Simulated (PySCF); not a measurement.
Si2BH5S3O

The system: Si2BH5S3O, a molecule drawn as a unit of a network glass or zeolite (built as: Si Si B3, H ends, S bridges); neutral, singlet. The structure, one conformer, was relaxed in the gas phase by PBE0-D3(BJ)/def2-SVP. No frequency run checks that it is a minimum.

SMILES: OB1S[SiH2]S[SiH2]S1

```xyz
12

O    -0.795    2.791    0.319
B    -0.460    1.496    0.152
S     0.849    1.040   -1.060
Si    1.762   -0.614   -0.018
S     0.594   -2.410   -0.120
Si   -1.329   -1.444   -0.064
S    -1.375    0.300    1.195
H    -0.222    3.400   -0.163
H     2.004   -0.219    1.395
H     3.044   -0.878   -0.724
H    -1.757   -1.076   -1.440
H    -2.277   -2.414    0.546
```
(Å; atoms numbered from 1)

Shieldings: GIAO PBE0/pcSseg-1. Shifts are against computed references at the same level: H TMS (σ 31.27 ppm), Si TMS (σ 352.0 ppm). Core levels by delta-SCF with SCAN, pcX-2 on the ionised atom and pcseg-1 elsewhere, spin-free X2C (2p3/2 is the spin-free 2p value less a third of a first-order spin-orbit splitting); from the vacuum level, for chosen atoms.

**Question.** Give the shieldings and core levels atom by atom.

**Answer.** 
| atoms | bonded to | σ (ppm) | δ (ppm) | core level (eV) |
| --- | --- | --- | --- | --- |
| O1 | 1 B + 1 H | 133.2 | - | 1s 539.45 |
| B2 | 1 O + 2 S | 54.4 | - | 1s 197.66 |
| S3 | 1 B + 1 Si | 607.6 | - | - |
| Si4 | 2 S + 2 H | 365.0 | -13.0 | - |
| S5 | 2 Si | 745.1 | - | 2p3/2 168.86 |
| Si6 | 2 S + 2 H | 365.5 | -13.5 | 2p3/2 107.70 |
| S7 | 1 B + 1 Si | 596.0 | - | 2p3/2 169.01 |
| H8 | 1 O | 25.70 | 5.57 | - |
| H9 | 1 Si | 26.02 | 5.24 | - |
| H10 | 1 Si | 25.87 | 5.40 | - |
| H11 | 1 Si | 25.97 | 5.30 | - |
| H12 | 1 Si | 25.85 | 5.42 | - |

Values are those of this one static structure; atoms that internal rotation interchanges would show their mean in an NMR spectrum.

The core-hole state of B2 is spin-contaminated (⟨S²⟩ 0.81 against 0.75 for a pure doublet), so that value and differences from it are less sure.

**Question.** By CAM-B3LYP/def2-SVPD (TDDFT singlets, Tamm-Dancoff triplets, ionisation by delta-SCF), where does absorption start, and what does vertical ionisation take?

**Answer.** The lowest singlet lies at 5.80 eV (f 0.002), the strongest of the first 6 at 6.00 eV (f 0.042), the lowest triplet at 5.49 eV; vertical ionisation takes 9.51 eV.

The 3 runs behind this took 6.4 min in all, one thread each of Intel Xeon Platinum 8259CL on a shared host, launched as `OMP_NUM_THREADS=1 python cluster_run.py task.json out`.
